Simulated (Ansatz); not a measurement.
Basis-set extrapolation for B2H7NSi (`BB(N)[SiH3]`) (PBE0-D4/def2-TZVP geometry, frozen core, Ansatz 0.2.0). Multiplicity 1, RHF reference.

```
                      def2-TZVPP   def2-QZVPP
                 HF  -396.872640  -396.886782
    MP2 correlation    -0.542474    -0.579433
CCSD(T) correlation    -0.620304      not run
```

Energies in hartree. Use E(X) = E(∞) + A·exp(−7.88·√X) for Hartree–Fock and E(X) = E(∞) + B·X^(−2.97) for correlation, with X = 3 and 4, and add CCSD(T) minus MP2 of the smaller set to the MP2 limit.

Problem. What is the CCSD(T) energy at the basis-set limit?

Solution. HF limit: -396.886782 + (-0.014142) × 0.13774 = -396.88873. MP2 limit: -0.579433 + (-0.036959) × 0.74074 = -0.60681. Higher-order term: -0.620304 − (-0.542474) = -0.07783. Total: -397.57337 hartree, 211.2 kJ/mol below CCSD(T)/def2-TZVPP.
